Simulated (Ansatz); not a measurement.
C₇H₁₃GeNSi (`C[SiH2][N]([GeH3])c1ccccc1`) from Hartree–Fock to CCSD(T)

```json
{"atom": "C1", "x (Å)": "-0.699", "y (Å)": "-1.401", "z (Å)": "-2.431"}
{"atom": "Si2", "x (Å)": "-1.001", "y (Å)": "0.384", "z (Å)": "-1.989"}
{"atom": "N3", "x (Å)": "0.027", "y (Å)": "0.912", "z (Å)": "-0.685"}
{"atom": "Ge4", "x (Å)": "1.113", "y (Å)": "2.407", "z (Å)": "-0.864"}
{"atom": "C5", "x (Å)": "0.077", "y (Å)": "0.192", "z (Å)": "0.517"}
{"atom": "C6", "x (Å)": "-1.032", "y (Å)": "-0.535", "z (Å)": "0.962"}
{"atom": "C7", "x (Å)": "-0.984", "y (Å)": "-1.259", "z (Å)": "2.141"}
{"atom": "C8", "x (Å)": "0.165", "y (Å)": "-1.271", "z (Å)": "2.918"}
{"atom": "C9", "x (Å)": "1.268", "y (Å)": "-0.548", "z (Å)": "2.492"}
{"atom": "C10", "x (Å)": "1.230", "y (Å)": "0.168", "z (Å)": "1.307"}
{"atom": "H11", "x (Å)": "-0.891", "y (Å)": "-2.060", "z (Å)": "-1.582"}
{"atom": "H12", "x (Å)": "-1.357", "y (Å)": "-1.702", "z (Å)": "-3.251"}
{"atom": "H13", "x (Å)": "0.336", "y (Å)": "-1.548", "z (Å)": "-2.749"}
{"atom": "H14", "x (Å)": "-2.447", "y (Å)": "0.575", "z (Å)": "-1.675"}
{"atom": "H15", "x (Å)": "-0.667", "y (Å)": "1.272", "z (Å)": "-3.133"}
{"atom": "H16", "x (Å)": "0.540", "y (Å)": "3.236", "z (Å)": "-2.019"}
{"atom": "H17", "x (Å)": "2.567", "y (Å)": "2.004", "z (Å)": "-1.182"}
{"atom": "H18", "x (Å)": "1.074", "y (Å)": "3.176", "z (Å)": "0.465"}
{"atom": "H19", "x (Å)": "-1.953", "y (Å)": "-0.511", "z (Å)": "0.389"}
{"atom": "H20", "x (Å)": "-1.861", "y (Å)": "-1.810", "z (Å)": "2.460"}
{"atom": "H21", "x (Å)": "0.199", "y (Å)": "-1.834", "z (Å)": "3.843"}
{"atom": "H22", "x (Å)": "2.178", "y (Å)": "-0.546", "z (Å)": "3.082"}
{"atom": "H23", "x (Å)": "2.119", "y (Å)": "0.699", "z (Å)": "0.983"}
```

The species carries charge 0 and has multiplicity 1. Correlated methods include outer-core shells of Ge, which these sets cover unevenly. Scalar relativity is left out up to krypton. The structure was optimised at the PBE0-D4/def2-TZVP level. It is one conformer, not always the lowest. Frozen core, restricted reference, the Gaussian-basis code of Ansatz.

```json
{"basis": "def2-SVP", "HF (Eh)": "-2690.83415", "MP2 corr.": "?", "CCSD corr.": "?", "(T)": "?", "CCSD(T) total": "?"}
{"basis": "def2-TZVPP", "HF (Eh)": "-2691.56044", "MP2 corr.": "-1.72400", "CCSD corr.": "-1.78127", "(T)": "?", "CCSD(T) total": "?"}
{"basis": "def2-QZVPP", "HF (Eh)": "-2691.62587", "MP2 corr.": "-2.08164", "CCSD corr.": "–", "(T)": "–", "CCSD(T) total": "–"}
```

Fill in the withheld values. (Estimate.)

Computed: def2-SVP MP2 corr.: -1.42978; def2-SVP CCSD corr.: -1.50612; def2-SVP (T): -0.05847; def2-SVP CCSD(T) total: -2692.39874; def2-TZVPP (T): -0.08568; def2-TZVPP CCSD(T) total: -2693.42739.
